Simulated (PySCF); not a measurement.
Partial charges of `C=CC[C@H](C#N)O[SiH2][SiH3]`

Compound: C₅H₁₁NOSi₂.
Cartesian coordinates in Å at the GFN2-xTB level; atoms count from 1:
```xyz
20
C5H11NOSi2 angstrom
C     -3.0648    1.1839   -0.7155
C     -1.8640    1.0580   -0.1840
C     -1.5615    0.2129    1.0122
C     -0.5763   -0.9108    0.6312
C     -0.5089   -1.8875    1.7030
N     -0.4331   -2.6445    2.5559
O      0.6925   -0.3712    0.4000
Si     1.8066   -0.8470   -0.6915
Si     3.4100    0.7544   -0.3360
H     -3.9261    0.6916   -0.2933
H     -3.2425    1.7931   -1.5849
H     -1.0090    1.5578   -0.6192
H     -1.0866    0.8159    1.7907
H     -2.4756   -0.2301    1.4123
H     -0.9442   -1.4290   -0.2683
H      1.1556   -0.8743   -2.0153
H      2.1701   -2.2521   -0.4510
H      4.5357    0.4753   -1.2329
H      2.9696    2.1217   -0.6386
H      3.9471    0.7925    1.0271
```

Density: PBE0/pcSseg-1 (PySCF); schemes: Mulliken, IAO, Hirshfeld and ESP-fitted. Geometry: GFN2-xTB, one conformer, isolated molecule.

Task: Tabulate the Mulliken, IAO, Hirshfeld and ESP-fitted charges.

Result: In e:

```
atom                 environment  Mulliken     IAO  Hirshfeld  ESP-fitted
  C1        terminal =CH2 carbon    -0.132  -0.314     -0.098      -0.495
  C2            alkene CH carbon    -0.250  -0.137     -0.038      -0.024
  C3              allylic carbon    -0.126  -0.260     -0.065      -0.236
  C4  sp3 carbon bound to oxygen    +0.062  +0.070     +0.077      +0.165
  C5              nitrile carbon    +0.126  +0.126     +0.081      +0.303
  N6            nitrile nitrogen    -0.237  -0.229     -0.215      -0.438
  O7          silyl ether oxygen    -0.634  -0.638     -0.209      -0.380
 Si8        oxygen-bound silicon    +0.561  +0.715     +0.316      +0.489
 Si9                SiH3 silicon    +0.152  +0.286     +0.222      +0.135
 H10            vinylic hydrogen    +0.113  +0.146     +0.047      +0.207
 H11            vinylic hydrogen    +0.122  +0.156     +0.050      +0.194
 H12            vinylic hydrogen    +0.121  +0.149     +0.044      +0.117
 H13          methylene hydrogen    +0.154  +0.164     +0.052      +0.129
 H14          methylene hydrogen    +0.141  +0.151     +0.052      +0.128
 H15            methine hydrogen    +0.153  +0.155     +0.054      +0.092
 H16               Si–H hydrogen    -0.087  -0.136     -0.084      -0.124
 H17               Si–H hydrogen    -0.074  -0.129     -0.079      -0.104
 H18               Si–H hydrogen    -0.070  -0.105     -0.079      -0.072
 H19               Si–H hydrogen    -0.054  -0.089     -0.067      -0.048
 H20               Si–H hydrogen    -0.043  -0.084     -0.063      -0.039
```

Mean size of the charges over all atoms: IAO 0.212 e, ESP-fitted 0.196 e, Mulliken 0.171 e, Hirshfeld 0.100 e. Each set sums to the total charge, 0, to within 0.001 e. The Hirshfeld scheme divides the density at each point in proportion to the densities of the neutral, spherically averaged free atoms. The Mulliken scheme counts on each atom the diagonal of the density matrix times the overlap matrix over that atom's basis functions.

Lowest charge. The schemes don't all agree: Mulliken O7 (-0.634); IAO O7 (-0.638); Hirshfeld N6 (-0.215); ESP-fitted C1 (-0.495).

Highest charge. All schemes agree: Mulliken Si8 (+0.561); IAO Si8 (+0.715); Hirshfeld Si8 (+0.316); ESP-fitted Si8 (+0.489).

Task: How closely do the schemes follow one another over all atoms?

Result: Correlation coefficient and root-mean-square difference: Mulliken with IAO 0.97, 0.077 e; IAO with Hirshfeld 0.93, 0.160 e; IAO with ESP-fitted 0.90, 0.120 e; Mulliken with Hirshfeld 0.89, 0.131 e; Hirshfeld with ESP-fitted 0.88, 0.146 e; Mulliken with ESP-fitted 0.84, 0.136 e.

Task: Sum the charges by element, for elements with more than one atom.

Result: 
```json
{"element": "C", "atoms": "5", "Mulliken": "-0.319", "IAO": "-0.514", "Hirshfeld": "-0.043", "ESP-fitted": "-0.287"}
{"element": "Si", "atoms": "2", "Mulliken": "+0.713", "IAO": "+1.001", "Hirshfeld": "+0.539", "ESP-fitted": "+0.624"}
{"element": "H", "atoms": "11", "Mulliken": "+0.476", "IAO": "+0.380", "Hirshfeld": "-0.072", "ESP-fitted": "+0.480"}
```

Task: How many electrons does the ESP-fitted scheme count on Si8?

Result: Z − q = 14 − (+0.489) = 13.511.
